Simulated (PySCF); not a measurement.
Compound: C4H5FO3Si.
Geometry (GFN2-xTB, Å), atoms numbered from 1 in this order:
```
atom  x, y, z in Å
O1     2.5228    0.4532   -1.2772
Si2    1.7405   -0.4176   -0.1685
O3     2.2870    0.0179    1.2986
C4    -0.1202   -0.1073   -0.1840
O5    -0.8075    0.0719   -1.3344
C6    -2.1039    0.2170   -1.0388
C7    -2.3161    0.1343    0.3047
C8    -1.0299   -0.0803    0.8408
F9    -0.7293   -0.2329    2.1426
H10    2.7073    1.3806   -1.1502
H11    2.0460   -1.7912   -0.5314
H12    1.8244   -0.2333    2.0938
H13   -2.7811    0.3748   -1.8545
H14   -3.2408    0.2123    0.8361
```

NICS is the negative of the GIAO shielding at a point without a nucleus: at the ring centre (0) and 1 Å above and below it (1); zz is the component along the ring normal. Level: GIAO PBE0/pcSseg-1 (PySCF, non-relativistic, gas phase) on the GFN2-xTB geometry, one conformer.

Ring bond lengths (Å), with Mayer bond orders in brackets: C4–O5 1.352 (0.99), O5–C6 1.338 (1.12), C6–C7 1.363 (1.56), C7–C8 1.410 (1.30), C8–C4 1.371 (1.50).

Give the NICS values of each ring in ppm.

```json
{"ring": "C4–O5–C6–C7–C8", "type": "5-membered ring with O; formal bonds all aromatic", "NICS(0)": "-13.9", "NICS(1), two faces": "-10.4 / -10.4", "NICS(1)zz, two faces": "-25.6 / -25.3", "rms pucker (Å)": "0.00", "centre to ring atoms, mean (Å)": "1.16"}
```

What can be read from them?

- C4–O5–C6–C7–C8: mean NICS(1)zz -25.5 ppm, shielded, aromatic by this magnetic criterion (flat ring, no four-coordinate atom).

And the bond-length index? HOMA takes Krygowski's 1993 parameters.

- C4–O5–C6–C7–C8: HOMA 0.52; the largest term is that of C4–O5, α(R − Ropt)² = 1.19.

Hardware: one thread, Arm Neoverse V1 (aarch64), shared host. Cost: 26 s, 0.81 GiB resident at most. This is the whole shielding run at PBE0/pcSseg-1, SCF included.
